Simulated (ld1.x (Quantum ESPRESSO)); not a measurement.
Which change was made? (Mn, PAW)

ld1.x (Quantum ESPRESSO) 7.5 input, shortened:

```
&input
   title='Mn', zed=25., rel=1, dft='PBE', iswitch=3,
   config='[Ar] 3d5 4s0 4p0'
 /
 &inputp
   pseudotype=3, lpaw=.true., tm=.true., lloc=-1, rcloc=1.80,
   nlcc=.true., new_core_ps=.true.,
   which_augfun='BESSEL', rmatch_augfun=1.20
 /
6
4S  1  0   0.00   0.00  1.90  2.55  0.0
4S  1  0   0.00  -0.35  1.90  2.55  0.0
4P  2  1   0.00   0.00  1.80  2.45  0.0
4P  2  1   0.00   0.40  1.80  2.45  0.0
3D  3  2   5.00   0.00  1.10  1.50  0.0
3D  3  2   0.00  -1.25  1.10  1.50  0.0
 &test
   configts(1)='3d5 4s0 4p0'
 /
```

Cutoffs, loose and tight: the cutoffs (Ry, on a coarse ladder) from which the occupation-weighted sum of valence levels, in a spherical-Bessel basis at the reference potential, stays within 10 and 1 mRy of its value at 400 Ry. They do not see the model core or the augmentation charge, which bear on the density cutoff. Test errors are all-electron minus pseudo excitation energies from the reference, over the configurations 3d5 4s2 4p0; 3d5 4s1 4p0; 3d4 4s0 4p0; 3d5 4s0 4p2; 3d5 4s0 4p1; 3d5 4s1.5 4p0; 3d6 4s0 4p0; variants that change the core or the reference have their own tests. The largest error is taken over the tests solved by every variant that gives reliable tests at all, those not shown here included: 3d4 4s0 4p0; 3d5 4s0 4p1; 3d5 4s0 4p2; 3d6 4s0 4p0.

The base gives: outcome: generated; cutoff, loose: 45 Ry; cutoff, tight: 80 Ry; bound ghosts: none; largest test error (meV): -338.

(1) After one change the result is: outcome: generated; cutoff, loose: 60 Ry; cutoff, tight: 100 Ry; bound ghosts: none; largest test error (meV): -336. Which change was it?
A. waves 4s (bound): rcut 1.52, rcutus 1.62 bohr; 4s channel at -0.35 Ry: rcut 1.52, rcutus 1.62 bohr
B. all radii but the core radius scaled by about 0.88 (s 2.24, p 2.16, d 1.32 bohr, rcut 1.68/1.58/0.96); local potential all-electron potential smoothed inside 1.58 bohr (lloc = -1); augmentation BESSEL, radius 1.06 bohr
C. waves 3d (bound): rcut 1.02, rcutus 1.08 bohr; 3d channel at -1.25 Ry: rcut 1.02, rcutus 1.08 bohr

Answers

(1) B. The others give: waves 4s (bound): rcut 1.52, rcutus 1.62 bohr; 4s channel at -0.35 Ry: rcut 1.52, rcutus 1.62 bohr → outcome: generated; cutoff, loose: 45 Ry; cutoff, tight: 80 Ry; bound ghosts: s; largest test error (meV): -338 | waves 3d (bound): rcut 1.02, rcutus 1.08 bohr; 3d channel at -1.25 Ry: rcut 1.02, rcutus 1.08 bohr → outcome: generated; cutoff, loose: 90 Ry; cutoff, tight: 160 Ry; bound ghosts: none; largest test error (meV): -338.
